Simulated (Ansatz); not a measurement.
Compare A (`N[SiH2]OC[SiH3]`) with its isomer B (`C[SiH](N)O[SiH3]`).

Computed with Ansatz on PBE0-D4/def2-TZVP structures; ΔE is electronic, products minus reactants. CCSD(T)/CBS adds triple-zeta CCSD(T) − MP2 to the extrapolated MP2 energy (def2 sets, frozen cores). Functionals use def2-TZVPP. B3LYP here is the variant with VWN-RPA as its local correlation; programs differ in this. Each species was taken in one conformer, which may not be the lowest.

Task: Which is lower in electronic energy at CCSD(T)/CBS, and by how much? (Estimate.)

Result: The calculation gave: B, by 54.9 kcal/mol.

Task: Give E(B) − E(A) in kcal/mol with PBE-D4, PBE0-D4, CCSD/def2-TZVPP, B3LYP-D4, B3LYP, r2SCAN-D4, ωB97M-V. (Best estimate.)

Result: The calculation gave: PBE-D4 -50.4, PBE0-D4 -52.6, CCSD/def2-TZVPP -54.5, B3LYP-D4 -53.4, B3LYP -52.6, r2SCAN-D4 -54.5, ωB97M-V -54.0. None reverses the order clearly.

Largest T1 diagnostic: 0.011.

The D4 term adds −0.8 kcal/mol with B3LYP and −0.5 kcal/mol with PBE0; it sums over pairs of atoms, weighted by their polarisabilities, and B3LYP, whose exchange is more repulsive, gets the larger term. From PBE to PBE0 (25 % exact exchange), in def2-TZVPP and without D4, E(B) − E(A) moves by −2.2 kcal/mol.
